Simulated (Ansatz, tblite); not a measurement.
Cost and result up the ladder for Ge₅H₃ (the lowest doublet isomer of a short search) (8 atoms). Total charge 0; doublet. Geometry: PBE0-D4/def2-SVP.

```xyz
8

Ge   -0.193   -1.827    1.050
Ge   -1.306   -0.560   -1.308
Ge   -1.145    0.467    0.996
Ge    0.572    2.046    0.307
Ge    1.311   -0.272   -0.192
H     1.384    2.662    1.496
H    -1.040   -2.116   -0.633
H     0.419   -0.400   -1.715
```

Ansatz on 4 threads of Intel Xeon on a shared host; xTB runs through tblite on one thread. Times are rough, summed over both states, and most runs start from the orbitals of an earlier one. PBE0-D4/def2-TZVP serves as the yardstick here, not as an exact answer. The other state is a singlet.

The xTB rows come from tblite. The structure comes from a short search, and lower isomers may exist.

Run but left out: HF/def2-TZVP (charge +1 singlet: restricted singlet with a triplet 0.33 eV lower at the same geometry).

Raw xTB energies of ions are shifted by several eV, and xTB has no spin-polarisation term.

| level | functions | vertical IE (eV) | difference from PBE0-D4/def2-TZVP (eV) |
| --- | --- | --- | --- |
| GFN2-xTB | 48 | 10.82 | 3.52 |
| PBE-D4/def2-TZVP | 258 | 7.08 | -0.22 |
| PBE0-D4/def2-TZVP | 258 | 7.30 | 0.00 |
| GFN1-xTB | 51 | 11.32 | 4.01 |

Q: Estimate how long each takes.

A: GFN1-xTB 0.059 s; GFN2-xTB 0.062 s; PBE-D4/def2-TZVP 19 s; PBE0-D4/def2-TZVP 54 s. On shared hardware such times vary by a factor of up to 3.
